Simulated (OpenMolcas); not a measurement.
# 3s2 3p3 along the 15-electron sequence

* Program: OpenMolcas 26.06
* Method: RASSCF
* Basis: ANO-R3
* Scalar Hamiltonian: X2C, finite nucleus
* Spin-orbit coupling: state interaction with AMFI integrals over the reference wave functions, term energies averaged over their components

Active space for each ion: 3 electrons in 9 orbitals (RAS2 3p; RAS3 3d 4s, at most 1 electron).

Computed levels in cm-1 above 4S* 3/2:

```
                                Level     S+   Cl2+   Ar3+
                              2D* 3/2  19239  22731  25996
                              2D* 5/2  19257  22774  26087
                              2P* 1/2  31918  37810  43339
                              2P* 3/2  31942  37867  43460
weight of 4S* in the lowest level (%)    100    100    100
```

Measured, with the error of the calculation in %. Measured levels: S+ from NIST Handbook of Basic Atomic Spectroscopic Data; Cl2+ from Moore, Atomic Energy Levels, vol. I, NSRDS-NBS 35 (1971 reprint of NBS Circular 467, 1949); Ar3+ from Saloman, J. Phys. Chem. Ref. Data 39, 033101 (2010).

```tsv
Level	S+	Cl2+	Ar3+
2D* 3/2	14853 (+29.5)	18053 (+25.9)	21091 (+23.3)
2D* 5/2	14885 (+29.4)	18120 (+25.7)	21220 (+22.9)
2P* 1/2	24525 (+30.1)	29812 (+26.8)	34855 (+24.3)
2P* 3/2	24572 (+30.0)	29907 (+26.6)	35032 (+24.1)
```

2D* 3/2 changes by a factor of 1.35 over the same range, with steps per unit of Z of +3490, +3260 cm-1.

With the s shell closed, the reference lacks s² → p² mixing. Without dynamic correlation excited terms often stand tens of per cent too high (terms of higher spin than the ground term too low), and those without a measured partner can miss by more than the paired ones (holds for S+). Measured partners are found by configuration, term and J. A level has none where our copy of the source lacks it or the pairing is in doubt (some pairs that miss far off the trend of their configuration count as doubtful), and it then counts in no deviation. Only configurations of the active space appear.

* marks odd parity.
